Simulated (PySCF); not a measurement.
C2H7Cl2NSi, SMILES [C@@H]([SiH](Cl)Cl)(C)N. Atoms are numbered in the order given.

```xyz
13

C     -2.1299     0.8062     1.2967
C     -1.3246     0.7523    -0.0138
N     -1.8047    -0.1802    -1.0301
Si     0.5010     0.3482     0.3120
Cl     1.6636     0.6532    -1.3745
Cl     0.5819    -1.6666     0.8576
H     -3.1910     1.0601     1.0874
H     -2.1130    -0.1778     1.8108
H     -1.7361     1.5662     2.0044
H     -1.2984     1.7712    -0.4668
H     -2.7765     0.0371    -1.2876
H     -1.8095    -1.1364    -0.6496
H      1.0967     1.1431     1.4334
```
Charge 0, spin multiplicity 1.

Geometry: PBE-D3(BJ)/def2-SVP. The structure was generated by enumeration; whether it is a known compound was not checked. One conformer was computed; it need not be the lowest.

Two levels are set side by side: PBE/pcSseg-1 (PySCF) and B3LYP/pcSseg-1 (PySCF). GIAO shifts against HCl (³⁵Cl), NH3 (¹⁵N), TMS (²⁹Si), TMS (¹H), TMS (¹³C) at the same level; non-relativistic, no solvent, atoms listed together averaged. Without spin–orbit terms, shifts of atoms bonded to Cl or Br come out too high at both levels. Differences are taken from unrounded values.

```csv
quantity,B3LYP
δ(¹³C) of C1 (ppm),27.2
δ(¹³C) of C2 (ppm),49.8
δ(¹⁵N) of N3 (ppm),50.2
δ(²⁹Si) of Si4 (ppm),31.3
δ(¹H) of H10 (ppm),2.81
δ(¹H) of H13 (ppm),6.01
```

Problem. What does PBE give, and how far is it from B3LYP? (The exact figures need the calculation; the answer reports its results.)

Solution. 
| quantity | PBE | PBE minus B3LYP |
|---|---|---|
| δ(¹³C) of C1 (ppm) | 27.3 | 0.1 |
| δ(¹³C) of C2 (ppm) | 51.9 | 2.1 |
| δ(¹⁵N) of N3 (ppm) | 52.8 | 2.6 |
| δ(²⁹Si) of Si4 (ppm) | 33.0 | 1.6 |
| δ(¹H) of H10 (ppm) | 3.01 | 0.20 |
| δ(¹H) of H13 (ppm) | 6.34 | 0.33 |

Rough cost on one machine, each run with all the roots and properties that it gave: B3LYP against PBE within a factor of 2.
